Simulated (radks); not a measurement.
Radial electron density D(r) = 4 pi r^2 rho(r) of an atom or ion with 49 electrons. Method: non-relativistic Kohn-Sham, PBE, spin-polarised, spherical densities, point nucleus; computed with a radial shooting solver on a logarithmic mesh with Libxc functionals.

```
   r/bohr * D(r) (the largest magnitude, 78.9, reaches the edge; | marks zero)
 0.004569 |         *
 0.006193 |              *
 0.008326 |                     *
  0.01128 |                              *
  0.01517 |                                     *
  0.02056 |                                          *
  0.02764 |                                         *
  0.03746 |                                     *
  0.05037 |                                      *
  0.06772 |                                              *
  0.09178 |                                                      *
   0.1234 |                                                 *
   0.1672 |                                      *
   0.2248 |                                         *
   0.3047 |                                           *
   0.4097 |                          *
   0.5552 |             *
   0.7465 |              *
    1.012 |            *
     1.36 |      *
    1.843 |  *
    2.478 |*
    3.332 |*
    4.516 *
    6.072 *
    8.229 *
    11.06 *
```

What is the nuclear charge?

Answer. Z = 49. The innermost maximum, from 1s, lies near 1/Z = 0.0204 bohr (found: 0.0225), and its height grows with Z. The density is that of neutral indium in [Kr] 4d10 5s2 5p1; the configuration itself is not fixed sharply by these data, and Z only to a few units. D(r) has 4 maxima, at r = 0.0225, 0.0963, 0.275, 0.822 bohr, and minima at 0.0429, 0.183, 0.597 bohr, inside which lie 2.02, 11.30, 28.94 electrons.
